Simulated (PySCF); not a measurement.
Input for PySCF: R-BP86/6-31G* on H4OS (a complex), monomers drawn apart or pushed together.

```python
from pyscf import gto, scf, dft, mp
from pyscf.data.elements import chemcore

mol = gto.M(
    atom='''
    O     0.06629290    0.37067383   -0.00444938
    H     0.92963070    0.60299616   -0.36283647
    H    -0.20267787   -0.42895236   -0.46928015
    S     0.00242446    0.03078203    3.79152898
    H    -0.02170232    0.20502522    2.45436820
    H    -0.90854987    0.99353474    4.00314433
    ''',
    basis='6-31g*',
    cart=True,
    charge=0, spin=0, verbose=3, max_memory=1800)
mf = dft.RKS(mol, xc='b88,p86')
mf.conv_tol = 1e-8
mf.max_cycle = 100
mf.kernel()
if not mf.converged:
    mf = mf.newton().run(mf.mo_coeff, mf.mo_occ)
```

Program output:

```
converged SCF energy = -475.821937441503
```

The calculation finished and met its thresholds.

Cost: about 0.7 core-seconds (a rough figure).
